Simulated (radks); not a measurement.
Valence configurations of the cerium ion Ce3+ (all share [Xe]). All-electron calculation, Dirac Kohn-Sham, PBE, spin-unpolarised, spherical densities, finite nucleus; open shells are shared between the two j in proportion to 2j + 1; Fermi nuclear charge, rms radius 4.8771 fm. Program: a radial shooting solver on a logarithmic mesh with Libxc functionals. Energies are relative to 4f1; eigenvalues in eV.

| valence | E (eV) | e(4f5/2) | e(4f7/2) | e(5d3/2) | e(5d5/2) | e(6p1/2) |
|---|---|---|---|---|---|---|
| 4f1 | 0.000 | -28.824 | -28.481 | - | - | - |
| 4f0.5 5d0.5 | 3.056 | -32.049 | -31.685 | -24.760 | -24.423 | - |
| 5d1 | 7.319 | - | - | -25.678 | -25.320 | - |
| 6s1 | 11.478 | - | - | - | - | - |
| 5d0.5 6s0.5 | 9.312 | - | - | -26.677 | -26.306 | - |
| 6p1 | 16.306 | - | - | - | - | -19.080 |
| 4f0.5 6p0.5 | 7.112 | -33.987 | -33.620 | - | - | -17.932 |

NIST lists [Xe] 4f1 as the ground configuration; this level of theory agrees among the configurations tried. The energies are those of spherical spin-averaged densities, not of single terms.
